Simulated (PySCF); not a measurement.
# Working out the ionisation energy of V

V [Ar] 3d3 4s2 (4F) → V⁺ [Ar] 3d4 (5D). Calculation: PySCF 2.14, in ANO-RCC-VTZP (6s5p3d2f1g, 59 functions); scalar relativity by spin-free X2C-1e. Frozen: [Ne]. Energies in hartree (1 hartree = 27.21139 eV):

```csv
part,V (lower),V⁺ (upper)
UHF,-948.142484,-947.915156
CCSD correlation,-0.395135,-0.376844
(T),-0.011387,-0.008286
```

Question: What does Hartree-Fock give?

Answer: (-947.915156) − (-948.142484) = 0.227328 hartree = 6.186 eV.

Question: What do CCSD and CCSD(T) give?

Answer: The CCSD correlation energies differ by 0.018291 hartree = 0.498 eV and the triples by 0.003101 hartree = 0.084 eV, so CCSD gives 6.684 eV and CCSD(T) 6.768 eV.

Measured between the centres of the two terms (NIST): 6.732 eV, so CCSD(T) (valence and next inner shell) is off by 0.036 eV.

What remains against the reference includes basis incompleteness, the frozen core and higher excitations.
